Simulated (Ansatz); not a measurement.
C3H6F2Si, SMILES F[SiH2][C@@H]1C[C@@H]1F.

Coordinates come from a PBE0-D3(BJ)/def2-SVP optimisation. The structure was generated by enumeration; whether it is a known compound was not checked. Other conformers were not sampled.

Two levels are set side by side: PBE/def2-SVPD (Ansatz, a quantum-chemistry and plane-wave program) and ωB97X-V/def2-SVPD (Ansatz). Energy differences of separate SCF runs at the same geometry; the states with an electron removed or added have multiplicity 2 and 2. Differences are taken from unrounded values.

| quantity | ωB97X-V | PBE | PBE minus ωB97X-V |
|---|---|---|---|
| vertical ionisation energy (eV) | 10.95 | 10.29 | -0.67 |
| vertical singlet–triplet gap (eV) | 7.92 | 6.65 | -1.27 |
